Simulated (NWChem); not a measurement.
System: GaI$_{2}$F; SMILES [F][Ga]([I])[I]

NWChem printed, in part:

```
             Northwest Computational Chemistry Package (NWChem) 7.3.0
             --------------------------------------------------------

 C2V symmetry detected

                             Geometry "geometry" -> ""
                             -------------------------

 Output coordinates in angstroms (scale by  1.889725989 to convert to a.u.)

  No.       Tag          Charge          X              Y              Z
 ---- ---------------- ---------- -------------- -------------- --------------
    1 Ga                  31.0000     0.00000000     0.00000000     0.71034396
    2 F                    9.0000     0.00000000     0.00000000     2.45534796
    3 I                   53.0000    -2.18465100     0.00000000    -0.41621504
    4 I                   53.0000     2.18465100     0.00000000    -0.41621504

 Effective nuclear repulsion energy (a.u.)    1272.1601012128

      Symmetry information
      --------------------

 Group name             C2v
 Group number             16
 Group order               4
 No. of unique centers     3

                                 NWChem DFT Module
                                 -----------------

 Summary of "ao basis" -> "ao basis" (spherical)
 ------------------------------------------------------------------------------
       Tag                 Description            Shells   Functions and Types
 ---------------- ------------------------------  ------  ---------------------
 Ga                         def2-svp                12       32   5s4p3d
 F                          def2-svp                 6       14   3s2p1d
 I                          def2-svp                10       26   4s4p2d

      Symmetry analysis of basis
      --------------------------

        a1         40
        a2         12
        b1         28
        b2         18

            General Information
            -------------------
          SCF calculation type: DFT
          Wavefunction type:  closed shell.
          No. of atoms     :     4
          No. of electrons :    90
           Alpha electrons :    45
            Beta electrons :    45
          Charge           :     0
          Spin multiplicity:     1
          Use of symmetry is: on ; symmetry adaption is: on
          Maximum number of iterations: 150
          AO basis - number of functions:    98
                     number of shells:    38
          Convergence on energy requested:  1.00D-06
          Convergence on density requested:  1.00D-05
          Convergence on gradient requested:  5.00D-04

              XC Information
              --------------
                      r^2SCAN Method XC Functional
               r^2SCAN metaGGA Exchange Functional  1.000
                     r^2SCAN Correlation Potential  1.000

             Grid Information
             ----------------
          Grid used for XC integration:  fine
          Radial quadrature: Mura-Knowles
          Angular quadrature: Lebedev.
          Tag              B.-S. Rad. Rad. Pts. Rad. Cut. Ang. Pts.
          ---              ---------- --------- --------- ---------
          Ga                  1.30      140          10.0       974
          F                   0.50       70          10.0       590
          I                   1.40      141          12.0       974
          Grid pruning is: on
          Number of quadrature shells:   351
          Spatial weights used:  Erf1

      Superposition of Atomic Density Guess
      -------------------------------------

 Sum of atomic energies:       -2716.52261218

      Non-variational initial energy
      ------------------------------

 Total energy =   -2616.020674
 1-e energy   =   -4977.338281
 2-e energy   =    1801.322554
 HOMO         =      -0.348401
 LUMO         =      -0.052986

      Symmetry analysis of molecular orbitals - initial
      -------------------------------------------------

  Numbering of irreducible representations:

     1 a1          2 a2          3 b1          4 b2

  Orbital symmetries:

     1 a1          2 a1          3 b1          4 a1          5 b2
     6 a1          7 a1          8 b1          9 a1         10 a1
    11 b1         12 a1         13 b2         14 a2         15 b1
    16 a1         17 b1         18 b2         19 a1         20 b1
    21 a1         22 b2         23 a2         24 b1         25 a1
    26 b2         27 a2         28 b1         29 a1         30 b1
    31 a1         32 b2         33 a2         34 a1         35 a1
    36 b1         37 a1         38 b1         39 b2         40 a1
    41 b1         42 b2         43 a1         44 a2         45 b1
    46 a1         47 b2         48 a1         49 b1         50 a1
    51 b1         52 a1         53 b2         54 a2         55 a1

     ---------------------------------------------
      Total Density - Mulliken Population Analysis
     ---------------------------------------------

    Atom       Charge   Shell Charges
 -----------   ------   -------------------------------------------------------
    1 Ga  31    29.66   2.00  2.00  2.00  0.77  0.12  6.00  5.98  0.46  0.21  8.11  1.83  0.19
    2 F    9     9.71   1.99  1.15  0.80  3.56  2.20  0.00
    3 I   25    25.32   1.83  0.22  1.23  0.67  2.93  3.13  2.62  2.69  9.82  0.19
    4 I   25    25.32   1.83  0.22  1.23  0.67  2.93  3.13  2.62  2.69  9.82  0.19

   convergence    iter        energy       DeltaE   RMS-Dens  Diis-err
 ---------------- ----- ----------------- --------- --------- ---------
 d= 0,ls=0.0,diis     1  -2620.0018061987 -3.18D+03  2.43D-02  7.50D-01
 d= 0,ls=0.0,diis     2  -2619.5131408110  4.89D-01  1.54D-02  5.96D+00
 d= 0,ls=0.0,diis     3  -2620.0966605985 -5.84D-01  4.97D-03  7.11D-02
 d= 0,ls=0.0,diis     4  -2620.1000827326 -3.42D-03  2.52D-03  4.81D-02
 d= 0,ls=0.0,diis     5  -2620.1084201445 -8.34D-03  2.59D-04  4.21D-03
  Resetting Diis
 d= 0,ls=0.0,diis     6  -2620.1086510049 -2.31D-04  5.88D-05  5.06D-05
 d= 0,ls=0.0,diis     7  -2620.1086553499 -4.34D-06  2.24D-05  1.40D-06
 d= 0,ls=0.0,diis     8  -2620.1086553292  2.07D-08  1.18D-05  1.73D-06
 d= 0,ls=0.0,diis     9  -2620.1086554707 -1.42D-07  3.62D-06  3.27D-07

         Total DFT energy =    -2620.108655470702
      One electron energy =    -4976.033727153119
           Coulomb energy =     1926.203414614887
    Exchange-Corr. energy =     -130.273396577108
 Nuclear repulsion energy =      559.995053644638

 Numeric. integr. density =       90.000000962142

                  Occupations of the irreducible representations
                  ----------------------------------------------

                     irrep           alpha         beta
                     --------     --------     --------
                     a1               19.0         19.0
                     a2                5.0          5.0
                     b1               13.0         13.0
                     b2                8.0          8.0

                       DFT Final Molecular Orbital Analysis
                       ------------------------------------

 Vector   43  Occ=2.000000D+00  E=-2.781001D-01  Symmetry=a1
              MO Center= -2.8D-13,  1.2D-14, -3.2D-01, r^2= 6.4D+00
   Bfn.  Coefficient  Atom+Function         Bfn.  Coefficient  Atom+Function
  ----- ------------  ---------------      ----- ------------  ---------------
    59      0.400574  3 I  pz                85      0.400574  4 I  pz
    62      0.333528  3 I  pz                88      0.333528  4 I  pz
    56     -0.161636  3 I  pz                82     -0.161636  4 I  pz
    57     -0.139701  3 I  px                83      0.139701  4 I  px
    53     -0.130670  3 I  pz                79     -0.130670  4 I  pz

 Vector   44  Occ=2.000000D+00  E=-2.736218D-01  Symmetry=a2
              MO Center= -1.6D-13,  3.5D-16, -3.9D-01, r^2= 6.6D+00
   Bfn.  Coefficient  Atom+Function         Bfn.  Coefficient  Atom+Function
  ----- ------------  ---------------      ----- ------------  ---------------
    58      0.438450  3 I  py                84     -0.438450  4 I  py
    61      0.379271  3 I  py                87     -0.379271  4 I  py
    55     -0.176973  3 I  py                81      0.176973  4 I  py
    52     -0.143019  3 I  py                78      0.143019  4 I  py
    18      0.054799  1 Ga d -2              28     -0.048247  1 Ga d -2

 Vector   45  Occ=2.000000D+00  E=-2.659874D-01  Symmetry=b1
              MO Center=  2.7D-13,  1.5D-16, -3.7D-01, r^2= 6.7D+00
   Bfn.  Coefficient  Atom+Function         Bfn.  Coefficient  Atom+Function
  ----- ------------  ---------------      ----- ------------  ---------------
    59      0.364662  3 I  pz                85     -0.364662  4 I  pz
    62      0.317392  3 I  pz                88     -0.317392  4 I  pz
    57     -0.256475  3 I  px                83     -0.256475  4 I  px
    60     -0.214012  3 I  px                86     -0.214012  4 I  px
    56     -0.146459  3 I  pz                82      0.146459  4 I  pz

 Vector   46  Occ=0.000000D+00  E=-1.117948D-01  Symmetry=a1
              MO Center=  2.7D-14, -6.7D-15,  1.6D-01, r^2= 5.7D+00
   Bfn.  Coefficient  Atom+Function         Bfn.  Coefficient  Atom+Function
  ----- ------------  ---------------      ----- ------------  ---------------
     4      0.832847  1 Ga s                  5      0.541653  1 Ga s
    60     -0.425529  3 I  px                86      0.425529  4 I  px
     3     -0.375186  1 Ga s                 57     -0.299138  3 I  px
    83      0.299138  4 I  px                49     -0.204535  3 I  s
    75     -0.204535  4 I  s                 38     -0.201224  2 F  pz

 Vector   47  Occ=0.000000D+00  E=-7.991649D-02  Symmetry=b2
              MO Center=  4.2D-14, -9.3D-15,  5.1D-01, r^2= 4.2D+00
   Bfn.  Coefficient  Atom+Function         Bfn.  Coefficient  Atom+Function
  ----- ------------  ---------------      ----- ------------  ---------------
    16      0.623552  1 Ga py                13      0.535902  1 Ga py
    61     -0.257658  3 I  py                87     -0.257658  4 I  py
    10     -0.238592  1 Ga py                58     -0.186370  3 I  py
    84     -0.186370  4 I  py                37      0.179662  2 F  py
    40     -0.149270  2 F  py                68      0.083677  3 I  d -2

 Vector   48  Occ=0.000000D+00  E= 2.243528D-02  Symmetry=a1
              MO Center=  9.7D-14, -1.3D-13,  6.4D-01, r^2= 5.3D+00
   Bfn.  Coefficient  Atom+Function         Bfn.  Coefficient  Atom+Function
  ----- ------------  ---------------      ----- ------------  ---------------
    17      0.921806  1 Ga pz                14      0.378399  1 Ga pz
    35     -0.303203  2 F  s                 60      0.288139  3 I  px
    86     -0.288139  4 I  px                30     -0.229097  1 Ga d  0
    50      0.201756  3 I  s                 76      0.201756  4 I  s
    11     -0.173425  1 Ga pz                62     -0.152391  3 I  pz

     ---------------------------------------------
      Total Density - Mulliken Population Analysis
     ---------------------------------------------

    Atom       Charge   Shell Charges
 -----------   ------   -------------------------------------------------------
    1 Ga  31    30.41   2.00  2.00  1.99  1.03 -0.00  6.00  5.98  0.86  0.31  8.06  1.82  0.37
    2 F    9     9.36   1.99  1.13  0.82  3.31  2.11  0.00
    3 I   25    25.11   1.83  0.22  1.33  0.57  2.93  3.12  2.64  2.45  9.79  0.23
    4 I   25    25.11   1.83  0.22  1.33  0.57  2.93  3.12  2.64  2.45  9.79  0.23

     -------------------------------------------
      Total Density - Lowdin Population Analysis
     -------------------------------------------

    Atom       Charge   Shell Charges
 -----------   ------   -------------------------------------------------------
    1 Ga  31    31.09   2.00  2.00  1.94  0.72  0.30  5.99  5.84  0.97  0.75  7.79  2.03  0.77
    2 F    9     9.18   1.98  1.02  0.76  3.19  2.22  0.00
    3 I   25    24.87   1.25  0.73  1.03  0.76  2.77  3.19  2.50  2.60  9.47  0.56
    4 I   25    24.87   1.25  0.73  1.03  0.76  2.77  3.19  2.50  2.60  9.47  0.56

     Multipole analysis of the density
     ---------------------------------

     L   x y z        total         alpha         beta         nuclear
     -   - - -        -----         -----         ----         -------
     0   0 0 0     -0.000000    -45.000000    -45.000000     90.000000

     1   1 0 0      0.000000      0.000000      0.000000      0.000000
     1   0 1 0      0.000000      0.000000      0.000000      0.000000
     1   0 0 1     -0.562137    -22.303975    -22.303975     44.045813

     2   2 0 0    -53.416237   -452.798584   -452.798584    852.180931
     2   1 1 0     -0.000000     -0.000000     -0.000000      0.000000
     2   1 0 1      0.000000      0.000000      0.000000      0.000000
     2   0 2 0    -53.546637    -26.773319    -26.773319      0.000000
     2   0 1 1     -0.000000     -0.000000     -0.000000      0.000000
     2   0 0 2    -59.707681   -170.129880   -170.129880    280.552080

            General Information
            -------------------
          SCF calculation type: DFT
          Wavefunction type:  closed shell.
          No. of atoms     :     4
          No. of electrons :    90
           Alpha electrons :    45
            Beta electrons :    45
          Charge           :     0
          Spin multiplicity:     1
          Use of symmetry is: on ; symmetry adaption is: on
          Maximum number of iterations: 150
          AO basis - number of functions:    98
                     number of shells:    38
          Convergence on energy requested:  1.00D-06
          Convergence on density requested:  1.00D-05
          Convergence on gradient requested:  5.00D-04

              XC Information
              --------------
                      r^2SCAN Method XC Functional
               r^2SCAN metaGGA Exchange Functional  1.000
                     r^2SCAN Correlation Potential  1.000

             Grid Information
             ----------------
          Grid used for XC integration:  fine
          Radial quadrature: Mura-Knowles
          Angular quadrature: Lebedev.
          Tag              B.-S. Rad. Rad. Pts. Rad. Cut. Ang. Pts.
          ---              ---------- --------- --------- ---------
          Ga                  1.30      140          10.0       974
          F                   0.50       70          10.0       590
          I                   1.40      141          12.0       974
          Grid pruning is: on
          Number of quadrature shells:   351
          Spatial weights used:  Erf1

          Convergence Information
          -----------------------
          Convergence aids based upon iterative change in
          total energy or number of iterations.
          Levelshifting, if invoked, occurs when the
          HOMO/LUMO gap drops below (HL_TOL):  1.00D-02
          DIIS, if invoked, will attempt to extrapolate
          using up to (NFOCK): 10 stored Fock matrices.

                    Damping( 0%)  Levelshifting(0.5)       DIIS
                  --------------- ------------------- ---------------
          dE  on:    start            ASAP                start
          dE off:    2 iters        150 iters           150 iters

                            NWChem DFT Gradient Module
                            --------------------------

  charge          =   0.00
  wavefunction    = closed shell

  Using symmetry

                         DFT ENERGY GRADIENTS

    atom               coordinates                        gradient
                 x          y          z           x          y          z
   1 Ga      0.000000   0.000000   1.342355    0.000000   0.000000   0.000234
   2 F       0.000000   0.000000   4.639935    0.000000   0.000000  -0.000175
   3 I      -4.128392   0.000000  -0.786532    0.000041   0.000000  -0.000029
   4 I       4.128392   0.000000  -0.786532   -0.000041   0.000000  -0.000029
```

Level: r2SCAN/def2-SVP with def2 effective core potentials on I. Coordinates come from a PBE0/def2-SVP optimisation. def2 effective core potentials on I; no spin-orbit coupling.

Write an input that gives this output.

Several could match; the one computed here: the input that was run:
```
start job
memory heap 200 mb stack 900 mb global 1100 mb
geometry units angstroms noautoz
  Ga     0.000000     0.000000     0.710024
  F      0.000000     0.000000     2.455028
  I     -2.184651     0.000000    -0.416535
  I      2.184651     0.000000    -0.416535
end
basis spherical
  * library def2-svp
end
ecp
  I library def2-ecp
end
dft
  xc r2scan
  grid fine
  iterations 150
  mulliken
end
task dft gradient
```
